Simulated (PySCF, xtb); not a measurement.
CH6Zr, SMILES [ZrH3][CH3], multiplicity 1.

Harmonic wavenumbers (cm⁻¹) from GFN2-xTB run with xtb at its own minimum, in rising order: 84, 388, 389, 410, 465, 466, 520, 591, 592, 1149, 1187, 1188, 1246, 1455, 1455, 2837, 2838, 2844.

Question: What does B3LYP-D3(BJ)/def2-TZVP (PySCF) give at its own minimum? (An estimate is asked for; the answer gives what the named calculation found.)

Answer: 130, 277, 277, 474, 491, 491, 580, 621, 621, 1159, 1410, 1410, 1653, 1653, 1701, 2977, 3058, 3058. Paired by order, the mean absolute difference is 132 cm⁻¹ and the zero-point energies are 28.7 and 31.5 kcal/mol.
